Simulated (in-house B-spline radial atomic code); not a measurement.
Be II (Be+): [He] 3d(1 up, 0 down) (an excited or competing configuration)

Level of theory: non-relativistic OLYP, spin-polarised, spherical fractional occupations, point nucleus; calculated with a B-spline radial code for spherical atoms.

Effective charges: Z_r = [3n² - l(l+1)]/(2<r>) from the radius, Z_e = n√(-2ε) from the energy, and Slater's rules. Values are occupation-weighted means over spin.

| shell | electrons | ε (eV) | <r> (bohr) | Z_r | Z_e | Slater |
| --- | --- | --- | --- | --- | --- | --- |
| 1s | 2 | -126.46 | 0.4171 | 3.60 | 3.05 | 3.70 |
| 3d | 1 | -4.4066 | 5.111 | 2.05 | 1.71 | 2.00 |

The least bound orbital is 3d up at -4.407 eV, and it is also the most diffuse (<r> = 5.111 bohr).
